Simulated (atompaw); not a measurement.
# zinc (Zn) PAW (atompaw): all-electron and pseudo phase curves

zinc, PAW, made with atompaw 4.2.0.5 (PBE, scalar-relativistic). Core [Ne], reference 3s2 3p6 3d10 4s1 4p0 (charge +1). Waves: 3s (bound): rc 1.15 bohr; 4s (bound): rc 1.00 bohr; 3p (bound): rc 1.15 bohr; 4p (bound, empty): rc 1.15 bohr; 3d (bound): rc 1.15 bohr; 3d channel at 0.95 Ry: rc 1.15 bohr. Local part: bessel scheme, radius 1.10 bohr. Core correction: smooth core density matched at 0.90 bohr. Augmentation charge: besselshape compensation charge, radius 0.85 bohr; PAW radius 1.15 bohr; waves and projectors: custom rrkj gramschmidtortho.

The phase is arctan(r·u′/u) with u = r·R(r), unwrapped; energies in Ry, scanned from -12 to 5 Ry. A pole is an energy at which the radial function vanishes at the test radius. The pseudo phase is shifted by a multiple of π to meet the all-electron one at the reference energy, and phase errors are pseudo minus all-electron; the curves can meet again beyond the range given. Levels narrower than the energy grid can be missing from the lists of poles.

```tsv
channel	radius (bohr)	reference energy (Ry)	poles, all-electron	poles, pseudo	unbroken range about the reference energy with phases within 0.05 rad	phase error 1 Ry above the reference energy (rad)
s	1.15	-1.03	-8.58	-8.58	the whole range	+0.000
p	1.15	-0.57	-4.90	-4.90	the whole range	-0.000
d	1.15	-1.45	0.91	0.91	the whole range	+0.000
```

Phases in the p channel:

```
E (Ry)  all-electron  pseudo
-12.00         1.191   1.191
-11.52         1.165   1.165
-11.04         1.132   1.131
-10.56         1.089   1.088
-10.08         1.030   1.029
 -9.60         0.943   0.942
 -9.12         0.807   0.806
 -8.64         0.571   0.570
 -8.16         0.141   0.140
 -7.68        -0.467  -0.467
 -7.20        -0.947  -0.947
 -6.72        -1.216  -1.216
 -6.24        -1.369  -1.369
 -5.76        -1.465  -1.465
 -5.28        -1.531  -1.531
 -4.80        -1.580  -1.580
 -4.32        -1.618  -1.618
 -3.84        -1.649  -1.649
 -3.36        -1.675  -1.675
 -2.88        -1.698  -1.698
 -2.40        -1.719  -1.719
 -1.92        -1.738  -1.738
 -1.44        -1.756  -1.756
 -0.96        -1.774  -1.774
 -0.48        -1.791  -1.791
  0.00        -1.809  -1.809
  0.48        -1.827  -1.827
  0.96        -1.846  -1.846
  1.44        -1.865  -1.865
  1.92        -1.886  -1.886
  2.40        -1.909  -1.909
  2.88        -1.933  -1.934
  3.36        -1.960  -1.961
  3.84        -1.991  -1.992
  4.32        -2.025  -2.027
  4.80        -2.064  -2.067
```
